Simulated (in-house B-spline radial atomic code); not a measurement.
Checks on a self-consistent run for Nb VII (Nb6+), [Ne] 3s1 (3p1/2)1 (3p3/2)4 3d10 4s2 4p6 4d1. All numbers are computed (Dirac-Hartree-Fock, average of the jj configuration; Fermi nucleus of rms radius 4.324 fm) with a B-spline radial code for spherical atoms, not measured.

| orbital | q | ε (Eh) | <1/r> | <r²> | small-component weight |
| --- | --- | --- | --- | --- | --- |
| 1s1/2 | 2 | -707.48714 | 42.4054 | 0.00175591 | 0.022333 |
| 2s1/2 | 2 | -105.99282 | 9.6521 | 0.0292617 | 0.0045813 |
| 2p1/2 | 2 | -97.39200 | 9.59049 | 0.0222845 | 0.0045523 |
| 2p3/2 | 4 | -93.93988 | 9.17147 | 0.0235551 | 0.0044233 |
| 3s1/2 | 1 | -22.50687 | 3.3325 | 0.218831 | 0.0012431 |
| 3p1/2 | 1 | -19.21118 | 3.23036 | 0.217708 | 0.0011894 |
| 3p3/2 | 4 | -18.49014 | 3.14547 | 0.222336 | 0.0011645 |
| 3d3/2 | 4 | -12.75274 | 2.95456 | 0.205454 | 0.0010467 |
| 3d5/2 | 6 | -12.78231 | 2.92774 | 0.207927 | 0.0010354 |
| 4s1/2 | 2 | -5.98947 | 1.29093 | 1.27837 | 0.00032025 |
| 4p1/2 | 2 | -4.83979 | 1.20075 | 1.45552 | 0.00028685 |
| 4p3/2 | 4 | -4.75472 | 1.15954 | 1.49984 | 0.00026798 |
| 4d3/2 | 0.4 | -3.23027 | 0.9706 | 2.06159 | 0.00019958 |
| 4d5/2 | 0.6 | -3.22025 | 0.965027 | 2.07769 | 0.00019782 |

Electron-electron repulsion V_ee = 1293.6758 hartree.

(1) What total energy follows from the eigenvalues?

(2) Does the Dirac virial theorem hold?

(3) What diamagnetic shielding (Lamb formula) and susceptibility (Langevin formula) do the radii give?

Answers

(1) The eigenvalues count the repulsion twice, so E = Σqε - V_ee = -2484.789 - 1293.676 = -3778.464 hartree; the run printed -3778.464.

(2) For a point nucleus E = -2c²Σq·w, with w the small-component weight. Here Σq·w = 0.1006 and c = 137.0360, so the ratio E/(-2c²Σq·w) is 1.000024; the finite nucleus accounts for the departure from 1.

(3) σ = (α²/3)Σq<1/r> = 219.1/(3·137.036²) = 3889.1 ppm, and χ = -0.79199×10⁻⁶·Σq<r²> = -13.57×10⁻⁶ cm³/mol with Σq<r²> = 17.134 bohr². Both are non-relativistic formulas without the paramagnetism of open shells.
